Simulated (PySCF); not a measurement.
C₃H₇NSi, SMILES C=C=CN[SiH3].

The structure is a stationary point at B3LYP-D3(BJ)/def2-SVP. This is a generated structure with no PubChem entry under its InChIKey; it may be hypothetical. One conformer was computed; it need not be the lowest.

Computed with TDA-M06-2X/def2-SVPD in PySCF.

Vertical excitations.  State labels are in the subgroup Cs.

```json
[
 {"state": "S1", "symmetry": "A\"", "energy (eV)": "4.22", "λ (nm)": "294", "f": "0.000", "main pairs": "HOMO→LUMO 81 %"},
 {"state": "S2", "symmetry": "A\"", "energy (eV)": "5.57", "λ (nm)": "223", "f": "0.000", "main pairs": "HOMO→LUMO+1 47 %, HOMO→LUMO 16 %, HOMO→LUMO+4 14 %, HOMO→LUMO+5 10 %"},
 {"state": "S3", "symmetry": "A\"", "energy (eV)": "6.29", "λ (nm)": "197", "f": "0.006", "main pairs": "HOMO→LUMO+4 71 %, HOMO→LUMO+1 12 %"},
 {"state": "S4", "symmetry": "A\"", "energy (eV)": "6.40", "λ (nm)": "194", "f": "0.001", "main pairs": "HOMO→LUMO+2 51 %, HOMO→LUMO+1 23 %, HOMO→LUMO+6 15 %"},
 {"state": "S5", "symmetry": "A\"", "energy (eV)": "6.49", "λ (nm)": "191", "f": "0.004", "main pairs": "HOMO→LUMO+5 52 %, HOMO→LUMO+2 17 %, HOMO→LUMO+6 14 %"},
 {"state": "S6", "symmetry": "A'", "energy (eV)": "6.49", "λ (nm)": "191", "f": "0.340", "main pairs": "HOMO→LUMO+3 89 %"},
 {"state": "S7", "symmetry": "A\"", "energy (eV)": "6.81", "λ (nm)": "182", "f": "0.000", "main pairs": "HOMO−1→LUMO+3 81 %"},
 {"state": "S8", "symmetry": "A\"", "energy (eV)": "6.84", "λ (nm)": "181", "f": "0.002", "main pairs": "HOMO→LUMO+6 63 %, HOMO→LUMO+5 17 %"},
 {"state": "S9", "symmetry": "A'", "energy (eV)": "7.28", "λ (nm)": "170", "f": "0.154", "main pairs": "HOMO→LUMO+7 50 %, HOMO−1→LUMO 42 %"},
 {"state": "S10", "symmetry": "A'", "energy (eV)": "7.41", "λ (nm)": "167", "f": "0.161", "main pairs": "HOMO→LUMO+7 34 %, HOMO−1→LUMO+2 20 %, HOMO−1→LUMO 20 %, HOMO−1→LUMO+1 19 %"},
 {"state": "T1", "symmetry": "A\"", "energy (eV)": "3.97", "λ (nm)": "312", "f": "0", "main pairs": "HOMO→LUMO 78 %"},
 {"state": "T2", "symmetry": "A'", "energy (eV)": "4.34", "λ (nm)": "286", "f": "0", "main pairs": "HOMO→LUMO+3 76 %"},
 {"state": "T3", "symmetry": "A'", "energy (eV)": "4.92", "λ (nm)": "252", "f": "0", "main pairs": "HOMO−1→LUMO 53 %, HOMO−1→LUMO+1 11 %, HOMO−1→LUMO+5 10 %, HOMO→LUMO+3 10 %"},
 {"state": "T4", "symmetry": "A\"", "energy (eV)": "5.49", "λ (nm)": "226", "f": "0", "main pairs": "HOMO→LUMO+1 37 %, HOMO→LUMO 18 %, HOMO→LUMO+4 18 %, HOMO→LUMO+5 10 %"}
]
```
Triplets are in the Tamm–Dancoff approximation.
